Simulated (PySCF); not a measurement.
BiCl2, SMILES [Bi+]([Cl])[Cl] (connectivity only; charge and spin as stated), charge +1, multiplicity 1. Atoms are numbered in the order given.

```xyz
3

Bi     0.0000     0.0000     0.4441
Cl     0.0000    -1.8066    -1.0841
Cl     0.0000     1.8066    -1.0841
```
Charge +1, spin multiplicity 1.

The structure is a stationary point at B3LYP-D3(BJ)/def2-TZVP. The multiplicity is an assumed one; other spin states were not compared. The isomer is the one that the SMILES or the coordinates give; other isomers of the formula were not compared. The def2 effective core potentials stand for the cores of Bi; spin–orbit coupling is left out.

Computed with TDDFT-CAM-B3LYP/def2-SVPD (PySCF 2.14.0).

Vertical excitations. The molecule is in vacuum. State labels are in the subgroup C2v.

| state | symmetry | energy (eV) | λ (nm) | f | main pairs |
|---|---|---|---|---|---|
| S1 | A2 | 3.21 | 387 | 0.000 | HOMO→LUMO 100 % |
| S2 | B1 | 3.28 | 379 | 0.003 | HOMO−1→LUMO 100 % |
| S3 | B2 | 3.95 | 314 | 0.037 | HOMO−2→LUMO 93 % |
| S4 | B1 | 4.60 | 270 | 0.006 | HOMO−4→LUMO 100 % |
| S5 | A1 | 4.76 | 260 | 0.014 | HOMO−3→LUMO 92 % |
| S6 | A2 | 5.28 | 235 | 0.000 | HOMO−5→LUMO 99 % |
| S7 | B2 | 5.81 | 213 | 0.002 | HOMO→LUMO+1 68 %, HOMO−1→LUMO+2 30 % |
| S8 | A1 | 5.92 | 209 | 0.026 | HOMO−1→LUMO+1 50 %, HOMO→LUMO+2 41 % |
| S9 | A2 | 5.95 | 208 | 0.000 | HOMO−2→LUMO+1 95 % |
| S10 | B1 | 6.23 | 199 | 0.007 | HOMO−2→LUMO+2 85 %, HOMO−3→LUMO+1 14 % |
| T1 | B1 | 2.87 | 432 | 0 | HOMO−1→LUMO 96 % |
| T2 | A2 | 3.05 | 406 | 0 | HOMO→LUMO 99 % |
| T3 | B2 | 3.09 | 401 | 0 | HOMO−2→LUMO 99 % |
| T4 | A1 | 3.67 | 338 | 0 | HOMO−3→LUMO 99 % |
Triplets are in the Tamm–Dancoff approximation, which puts them higher than full response would, so one can lie above its singlet here.
